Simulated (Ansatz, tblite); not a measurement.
Isomers of Zr3O5 (singlet), found by a short tight-binding search and relaxed with PBE0-D4/def2-SVP in Ansatz.

In the def2 sets Zr takes a core potential; there is no spin–orbit coupling. The xTB rows come from tblite.

Run but left out: HF/def2-SVP, MP2/def2-SVP, CCSD/def2-SVP, CCSD(T)/def2-SVP (A: restricted singlet, unstable towards broken spin symmetry); BHLYP-D4/def2-TZVP (A: restricted singlet, unstable in another Hartree–Fock run and untested here).

A: The restricted singlet is unstable towards broken spin symmetry in Hartree–Fock (as tested in another run); at LDA (SPW92)/def2-TZVP, PBE-D4/def2-TZVP, r2SCAN-D4/def2-TZVP, PBE0-D4/def2-TZVP this wasn't settled. B: The restricted singlet is unstable towards broken spin symmetry in Hartree–Fock (as tested in another run); at LDA (SPW92)/def2-TZVP, PBE-D4/def2-TZVP, r2SCAN-D4/def2-TZVP, PBE0-D4/def2-TZVP this wasn't settled. It holds 1 O–O bond.

Other spin states were run for one of them alone.

A:

Cartesian coordinates in Å:
```
Zr 2.467 0.627 -1.064
Zr -0.234 0.186 0.126
Zr -2.938 -0.362 1.470
O 1.294 -0.874 -0.510
O -1.044 0.106 1.870
O -2.971 -2.089 1.289
O 2.515 0.728 -2.807
O 0.911 1.679 -0.373
```

B:

```xyz
8

Zr    0.2679    1.2826   -0.1935
Zr   -0.0032   -1.1559    1.8592
Zr   -1.7502   -0.9485   -0.9029
O     1.3142   -2.1862    1.3901
O    -1.6840   -1.6465    0.8311
O     1.6922    2.5198   -0.7517
O    -1.6166    0.9313   -0.8584
O     1.7798    1.2034   -1.3739
```

C:

```xyz
8

Zr   -0.6336   -0.8548    1.4206
Zr    1.2903    1.1967   -0.2305
Zr   -0.4382   -0.9307   -1.6670
O    -0.5165   -2.1259   -0.2465
O     1.2735   -0.2171   -1.7827
O     0.5239    2.6997   -0.7304
O    -2.2806   -0.2908    1.6766
O     0.7812    0.5229    1.5601
```

Q: Estimate their order by electronic energy at PBE0-D4/def2-TZVP, counted from the lowest.

A: C (0.00) < A (0.95) < B (5.89), in eV.

Q: Do the other levels pick the same lowest one?

A: All that were run do. Energies above each level's lowest (eV):

| level | A | B | C |
| --- | --- | --- | --- |
| GFN1-xTB | 0.92 | 3.94 | 0.00 |
| GFN2-xTB | 1.02 | 2.81 | 0.00 |
| LDA (SPW92)/def2-TZVP | 0.99 | 5.78 | 0.00 |
| PBE-D4/def2-TZVP | 0.93 | 5.74 | 0.00 |
| r2SCAN-D4/def2-TZVP | 0.95 | 6.03 | 0.00 |
| PBE0-D4/def2-TZVP | 0.95 | 5.89 | 0.00 |
Point groups (tolerance 0.1 Å): A not assigned, B not assigned, C Cs. Lower isomers may exist.
